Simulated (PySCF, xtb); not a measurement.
Ta(O)(Cl)3 cation (Cl₃OTa), SMILES [Cl][Ta]([Cl])(=[O])[Cl] (connectivity only; charge and spin as stated), charge +1, multiplicity 2.

Harmonic wavenumbers (cm⁻¹) from xtb 6.7.1 with GFN2-xTB at its own minimum, in rising order: 94, 94, 94, 104, 104, 303, 309, 310, 704.

Question: What does PySCF with B3LYP-D3(BJ)/def2-SVP give at its own minimum? (The exact figures need the calculation; the answer reports its results.)

Answer: 60, 76, 110, 141, 147, 394, 436, 440, 653. Paired by order, the mean absolute difference is 61 cm⁻¹ and the zero-point energies are 3.0 and 3.5 kcal/mol.
